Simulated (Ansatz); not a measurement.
# Which method gave which barrier?

Saddle point of SnN$_{2}$H$_{6}$, closed shell (SnN₂H₆ ([NH2][SnH2][NH2]) → SnNH₃ ([NH][SnH2]) + NH₃ (still joined by a long Sn–N bond); bonds formed: N2–H4; bonds broken: N3–H4; bonds weakened to dative contacts: Sn1–N2), PBE0-D4/def2-TZVP structure:

```csv
atom,x (Å),y (Å),z (Å)
Sn1,-0.7492,0.4301,0.6508
N2,1.1450,-0.4406,-0.0280
N3,-1.0409,-0.2208,-1.1786
H4,0.3937,-0.4817,-0.9575
H5,-0.4429,2.0442,1.1645
H6,-1.1608,-0.5310,2.0098
H7,1.9436,0.1664,-0.1676
H8,1.4666,-1.3307,0.3348
H9,-1.5554,0.3641,-1.8282
```

Ansatz 0.2.0; basis: def2-TZVPP, with def2-QZVPP for the basis limit; cores frozen in the correlated methods. Filled d shells of the heavier atoms are correlated. Core potentials replace the inner electrons of the atoms past krypton. The def2 sets are not built for correlating such inner shells, so the correlated values are less sure here. Extrapolation: Hartree–Fock as exp(−7.88 √X), correlation as X^−2.97. Four methods, as single points on the PBE0-D4 structures, gave these electronic barriers from the start structure: 1.760, 1.859, 2.025, 2.643 eV.

**Question.** The methods were, in alphabetical order, BLYP-D4, CCSD(T), HF, r2SCAN-D4. Which gave which? (A judgement: the text doesn't fix the answer.)

**Answer.** The calculation gives: BLYP-D4 1.760; r2SCAN-D4 1.859; CCSD(T) 2.025; HF 2.643 eV. For comparison, CCSD(T) at an estimated basis limit (MP2 extrapolated from triple and quadruple zeta, plus CCSD(T) − MP2 in triple zeta) gives 1.974 eV.

The T1 diagnostic stays at or below 0.021.

Labels in which every atom is bracketed show which atoms are joined, not bond orders.

For scale, one of the runs: CCSD(T)/def2-TZVPP, 196 basis functions, launched by `ansatz run in.yaml --threads 4 --pin off --events-out ev --progress --plain --max-ram 9574MiB`. Time: 78 s of wall clock on 4 CPU threads of an Intel Xeon; the host was shared. Peak host memory: 2.6 GiB.
